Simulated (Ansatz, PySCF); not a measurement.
Cd(Me)(SMe) (C2H6CdS), SMILES C[S][Cd][CH3]. Atoms are numbered in the order given.

```xyz
10

Cd    -0.3918     0.2860     0.2903
C     -2.0383     1.5692     0.7041
H     -2.4469     1.3427     1.7002
H     -2.8287     1.4195    -0.0462
H     -1.7145     2.6200     0.6804
S      1.4538    -1.1612    -0.1132
C      1.6208    -1.1027    -1.9499
H      0.7247    -1.4827    -2.4609
H      2.4657    -1.7576    -2.2076
H      1.8486    -0.0909    -2.3145
```
Charge 0, spin multiplicity 1.

Geometry optimised at B3LYP-D3(BJ)/def2-SVP. The structure was generated by enumeration; whether it is a known compound was not checked. The def2 effective core potentials stand for the cores of Cd; spin–orbit coupling is left out. Other conformers were not sampled.

Vertical ionisation energy (IE) and electron affinity (EA) in eV. Rows of orbital energies are one-electron estimates. Where ΔSCF, EOM or ADC give a negative EA the extra electron is unbound and the value depends on the basis.

```
level                                                                       IE     EA
------------------------------------------------------------------------  ----  -----
−ε(HOMO), −ε(LUMO), CAM-B3LYP/def2-TZVP (PySCF)                           7.61  -0.10
−ε(HOMO), −ε(LUMO), PBE/def2-TZVP (PySCF)                                 5.15   1.41
ΔSCF, CAM-B3LYP/def2-SVPD (Ansatz), final states of multiplicity 2 and 2  8.43  -0.68
ΔSCF, PBE/def2-SVPD (Ansatz), final states of multiplicity 2 and 2        8.35  -0.56
```

Question: What vertical singlet–triplet gap does ΔSCF give with CAM-B3LYP/def2-SVPD (Ansatz, a quantum-chemistry and plane-wave program) and with PBE/def2-SVPD (Ansatz)? (Estimate from the structure and the level; the computed values follow.)

Answer: 4.37 and 4.17 eV (triplet above singlet where positive).
